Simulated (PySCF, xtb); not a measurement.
C₂H₅ClFGa, SMILES C[CH2][Ga]([F])[Cl]. The values are those of a single conformer.

Harmonic wavenumbers (cm⁻¹) from GFN2-xTB (xtb) at its own minimum, in rising order: 33, 73, 106, 130, 206, 223, 353, 430, 470, 656, 918, 973, 1052, 1172, 1197, 1398, 1431, 1468, 1475, 2928, 2936, 3005, 3010, 3015.

Question: What does PySCF with PBE-D3(BJ)/def2-SVP give at its own minimum? (The exact figures need the calculation; the answer reports its results.)

Answer: 15, 78, 123, 161, 230, 258, 406, 541, 626, 676, 921, 942, 1030, 1171, 1197, 1350, 1379, 1422, 1425, 2972, 2986, 3036, 3053, 3072. Paired by order, the mean absolute difference is 40 cm⁻¹ and the zero-point energies are 41.0 and 41.6 kcal/mol.
